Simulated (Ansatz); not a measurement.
Input file for Ansatz (a program for electronic structure): U-B3LYP/aug-cc-pVTZ on C2H6Be (SMILES [BeH][CH2]C), a point of a bond scan (R = 4.263 Å).

Ansatz 0.2 input:
```yaml
crystal:
  periodic: [false, false, false]
  atoms:
    - {symbol: Be, position_ang: [-1.44516997, -0.33871489, 0.77011572]}
    - {symbol: H, position_ang: [-5.42646075, 0.11873282, 2.22367802]}
    - {symbol: C, position_ang: [0.12565595, -0.52296854, 0.19841947]}
    - {symbol: C, position_ang: [0.70149886, 0.65782353, -0.61085270]}
    - {symbol: H, position_ang: [0.16969963, -1.43496437, -0.41255321]}
    - {symbol: H, position_ang: [0.78521691, -0.73143034, 1.05193390]}
    - {symbol: H, position_ang: [0.72544400, 1.57703414, -0.02083937]}
    - {symbol: H, position_ang: [0.10330796, 0.86593489, -1.50107434]}
    - {symbol: H, position_ang: [1.72340588, 0.46491778, -0.94768440]}
basis:
  gaussian:
    orbitals: aug-cc-pVTZ
hamiltonian:
  xc: {name: B3LYP}
magnetization: {spin_polarized: true, initial_magnetization: 0}
```

Q: Give the final energy of this run.

A: -94.4446 hartree. Its determinant has ⟨S²⟩ = 0.97, a mixture of spin states.

Q: How many basis functions does it have, and what does it roughly cost on one machine?

A: 276 functions; around 21 core-seconds (rough).
